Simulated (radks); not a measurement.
Q: The silicon ion Si3+, [Ne] 3s1. Calculated with a radial shooting solver on a logarithmic mesh with Libxc functionals: non-relativistic Kohn-Sham, exchange-only LDA, spin-polarised, spherical densities, point nucleus. Every spin shell is full or empty, so the densities are truly spherical. Functionals are evaluated on that one density, not self-consistently. Rank these exchange functionals by their error against the exact value of the orbitals, and give that value: LDA, B88, PBE, RPBE, AM05, B86b, G96, MS2, MVS.

A: Exact: -19.4183 hartree. From best to worst, with 100 (|E| - |E exact|)/|E exact| (equal figures are ties): B88 +0.03, RPBE +0.10, B86b +0.11, G96 +0.13, MS2 +0.18, MVS -0.19, PBE -0.55, AM05 -7.25, LDA -8.41.
